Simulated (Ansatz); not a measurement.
Coupled-cluster diagnostics for the cluster Li₃Cl₃⁺, Ansatz.

Geometry of the doublet (PBE0-D4/def2-SVP):

```
atom   x (Å)   y (Å)   z (Å)
 Li1  -3.631  -1.133  -2.396
 Li2  -0.194  -0.039  -0.117
 Li3   2.930   0.877   1.909
 Cl4   1.059  -0.421   1.888
 Cl5   1.788   1.300  -0.015
 Cl6  -1.952  -0.583  -1.270
```

Correlated methods freeze 15 core orbitals; core or outer-core shells of Li are correlated, in sets that lack core-valence functions. In the doublet, Cl4 and Cl5 lie 2.67 Å apart (atoms count from 1), so these atoms are partly bonded to each other. The structure comes from a short search, and lower isomers may exist.

Question: Estimate the CCSD(T) correlation energy, the shares of MP2 and (T), T1 and the reference's ⟨S²⟩ for: charge 1, doublet, own geometry in def2-TZVP; and the rough time on 4 threads of Arm Neoverse V1 on a shared host.

Answer: 
| state | basis | correlation (eV) | MP2 share (%) | (T) share (%) | T1 | ⟨S²⟩ (pure) | wall time |
| --- | --- | --- | --- | --- | --- | --- | --- |
| charge 1, doublet, own geometry | def2-TZVP | -20.676 | 88.0 | 3.3 | 0.007 | 0.77 (0.75) | 70 s |
Customary marks for T1 are 0.02 (closed shells), 0.045 (open shells) and about 0.05 (3d metals). T1 stays under 0.02 throughout.
